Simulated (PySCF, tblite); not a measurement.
Isomers of [C7H18PSi]+ (charge +1). Computed with GFN2-xTB (tblite): harmonic, unscaled wavenumbers at the GFN2-xTB geometry, gas phase. The method is semi-empirical: single wavenumbers can be off by several per cent or more. Modes of hydrogen on phosphorus and silicon can be 10 to 20 % off. One conformer each.

Electronic energies: PBE0-D3(BJ)/def2-SVP at its own geometries (PySCF, gas phase).

```json
{"SMILES": "C=C[P@+](C)(C[SiH3])CCC", "electronic energy, lowest = 0 (kcal/mol)": "9.1"}
{"SMILES": "C=C(C)[P@@H+](C[SiH3])CCC", "electronic energy, lowest = 0 (kcal/mol)": "17.3"}
{"SMILES": "CC[P@@H+]1CC[C@@H]([SiH3])[C@@H]1C", "electronic energy, lowest = 0 (kcal/mol)": "0.0"}
```

Task: How do GFN2-xTB zero-point energies change the relative energies?

Result: 
```tsv
SMILES	ZPE (kcal/mol)	of it from modes above 1550 cm⁻¹	electronic (kcal/mol)	with ZPE, lowest = 0 (kcal/mol)	lowest mode (cm⁻¹)	rings
CC[P@@H+]1CC[C@@H]([SiH3])[C@@H]1C	142.0	73.2	0.0	0.0	39	1
C=C[P@+](C)(C[SiH3])CCC	139.8	76.8	9.1	6.9	20	0
C=C(C)[P@@H+](C[SiH3])CCC	139.7	76.0	17.3	14.9	39	0
```

The zero-point energies span 2.3 kcal/mol, from `C=C(C)[P@@H+](C[SiH3])CCC` to `CC[P@@H+]1CC[C@@H]([SiH3])[C@@H]1C`. The order is unchanged.

Task: And how do the electronic energies of GFN2-xTB itself compare?

Result: `CC[P@@H+]1CC[C@@H]([SiH3])[C@@H]1C` 0.0; `C=C[P@+](C)(C[SiH3])CCC` 20.5; `C=C(C)[P@@H+](C[SiH3])CCC` 21.3 kcal/mol, lowest = 0. Against the energies above, taken from the same isomer `CC[P@@H+]1CC[C@@H]([SiH3])[C@@H]1C`, the largest difference is 11.4 kcal/mol. The two levels were optimised apart and needn't hold the same conformer.
